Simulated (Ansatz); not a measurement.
Consider the formal exchange of groups at the In–F bond: `C[CH](F)[InH][F]` + `C#CCCCl` → `C[CH](F)[InH2]` + `C#CC(F)CCl`.

Program: Ansatz. Geometries: PBE0-D4/def2-TZVP. ΔE: electronic, gas phase. CCSD(T)/CBS adds triple-zeta CCSD(T) − MP2 to the extrapolated MP2 energy (def2 sets, frozen cores). DFT in def2-TZVPP. B3LYP here is the variant with VWN-RPA as its local correlation; programs differ in this. def2 core potentials past Kr. For In outer-core shells are correlated without core-valence functions, which leaves a few kJ/mol of doubt a bond. One conformer a species, not always the lowest.

| level | ΔE (kcal/mol) | difference from CCSD(T)/CBS |
| --- | --- | --- |
| PBE-D4 | 42.1 | -2.0 |
| r2SCAN-D4 | 42.9 | -1.2 |
| ωB97X-V | 41.2 | -2.9 |
| r2SCAN | 43.0 | -1.1 |
| PBE0 | 41.8 | -2.3 |
| B3LYP | 42.9 | -1.2 |
| HF/def2-TZVPP | 40.9 | -3.2 |
| MP2/def2-TZVPP | 43.8 | -0.3 |
| SCS-MP2/def2-TZVPP | 42.8 | -1.3 |
| CCSD/def2-TZVPP | 41.1 | -3.0 |
| CCSD(T)/def2-TZVPP | 41.1 | -3.0 |
| HF/def2-QZVPP | 41.6 | -2.5 |
| MP2/def2-QZVPP | 45.7 | 1.6 |
| HF/CBS(def2) | 41.7 | -2.4 |
| MP2/CBS(def2) | 46.7 | 2.6 |
| CCSD/CBS(def2) | 44.0 | -0.1 |
| CCSD(T)/CBS | 44.1 | 0 |

Largest T1 diagnostic among the species: 0.015.

CCSD(T)/CBS has its own doubt, a few kJ/mol and more with outer-core shells, so smaller differences from it don't rank the levels.
